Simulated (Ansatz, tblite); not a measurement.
Removing and adding an electron: Rb₄H₄. Charge 0, multiplicity 1. Geometry: PBE0-D4/def2-SVP. Ansatz, gas phase; energy differences of separate SCF runs; the oxidised species was run as a doublet alone; the reduced species was run as a doublet alone.

```xyz
8

Rb    0.058   -1.175   -1.726
Rb   -0.061    1.186    1.718
Rb    3.832    1.677    0.878
Rb   -3.828   -1.690   -0.869
H    -2.143   -2.445   -2.676
H     1.877    0.333   -0.325
H     2.147    2.436    2.683
H    -1.881   -0.322    0.317
```

In the def2 sets Rb takes a core potential; there is no spin–orbit coupling. The xTB rows come from tblite. HOMO above LUMO, or a gap near zero within one spin, warns that the state may not be the lowest or that an electron is smeared out. The structure comes from a short search, and lower isomers may exist.

Question: Estimate orbital energies and vertical ionisation energies and electron affinities at: GFN1-xTB; GFN2-xTB; PBE-D4/def2-TZVP; PBE-D4/def2-TZVPD; r2SCAN-D4/def2-TZVP; r2SCAN-D4/def2-TZVPD; PBE0-D4/def2-TZVP; PBE0-D4/def2-TZVPD.

Answer: 
```tsv
level	−HOMO (eV)	vertical IE (eV)	−LUMO (eV)	vertical EA (eV)	HOMO–LUMO gap (eV)	IE − EA (eV)	remarks
GFN1-xTB	12.10	13.30	8.97	8.27	3.13	5.04	–
GFN2-xTB	8.05	10.11	4.88	3.20	3.17	6.90	–
PBE-D4/def2-TZVP	3.11	5.12	1.00	–	2.12	–	–
PBE-D4/def2-TZVPD	3.10	–	0.99	0.56	2.12	–	HOMO above zero (-1 doublet), gap within one spin near zero (-1 doublet)
r2SCAN-D4/def2-TZVP	3.17	5.04	0.39	–	2.79	–	–
r2SCAN-D4/def2-TZVPD	3.16	–	0.38	0.26	2.79	–	HOMO above zero (-1 doublet), gap within one spin near zero (-1 doublet)
PBE0-D4/def2-TZVP	4.05	5.48	0.54	–	3.51	–	–
PBE0-D4/def2-TZVPD	4.04	–	0.53	0.40	3.51	–	HOMO above zero (-1 doublet)
```

Relaxing the reduced species (PBE0-D4/def2-SVPD) changes its energy by -0.02 eV at PBE0-D4/def2-TZVPD, so the adiabatic electron affinity to this nearest minimum is 0.43 eV. At PBE-D4/def2-TZVPD it is 0.58 eV. The highest occupied level of the relaxed charge -1 doublet lies above zero (up to 0.39 eV). By energy differences its removal costs 0.43 eV (each at its own geometry, to the charge 0 singlet, at PBE0-D4/def2-TZVPD); the vertical value is larger still, so the positive level points to self-interaction error.     A HOMO above zero means that the electron is unbound at that level or that self-interaction error raises the level; the energy of removing that electron tells which. Raw xTB energy differences between charge states are shifted by several eV; the methods need an empirical correction for them.
